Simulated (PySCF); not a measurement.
**Two-component Hartree-Fock for Yb(54+) (ytterbium, charge +54)**

Start: [Ne] 3s2 3p4; 3p1/2 filled at m_j = -1/2, +1/2; 3p3/2 filled at m_j = +1/2, +3/2. Calculated with PySCF 2.14 in an uncontracted even-tempered set (18 s from 15 bohr⁻², ratio 2.4; 14 p from 20 bohr⁻², ratio 2.4; 4 d from 71 bohr⁻², ratio 2.6; 4 f from 110 bohr⁻², ratio 2.6): generalised Hartree-Fock with the X2C-1e Hamiltonian and a Gaussian nucleus; one run each with spin-orbit coupling (SO) switched off, then screened by Boettger's factors.

```
spinor shell  electrons  ε, spin-free (eV)  ε, screened SO (eV)  weight of nominal j (screened SO)  rms radius, screened SO (bohr)
       1s1/2          2           -65633.3             -65612.4                              1.000                          0.0223
       2s1/2          2           -14399.3             -14391.0                              1.000                          0.0889
       2p1/2          2           -13163.6             -13924.4                              1.000                          0.0756
       2p3/2          4           -13163.6             -12842.3                              1.000                          0.0823
       3s1/2          2            -5676.4              -5673.3                              1.000                           0.214
       3p1/2          2            -5311.2              -5498.3                              0.999                           0.204
       3p3/2          2            -5311.2              -5228.6                              1.000                           0.214
```

| quantity | spin-free | screened SO |
| --- | --- | --- |
| E (hartree) | -11038.51828 | -11057.12848 |
| M_J | 2 | 2 |
| ⟨J²⟩ | 6.000 | 6.001 |
| ⟨L²⟩ | 2.000 | 3.271 |
| ⟨S²⟩ | 2.000 | 1.408 |

Each row is a mean over spinors that exchange with the open shell spreads, by up to 36.463 eV (3s1/2).

Breit and QED terms are absent; they matter most for the inner s and p1/2 levels.

Densities and radii are taken from the X2C orbitals without a picture-change correction, which distorts them close to the nucleus.

Without spin-orbit coupling the j labels of p, d and f shells carry no meaning; the spin-free column gives the mean over the occupied spinors of each nl shell.
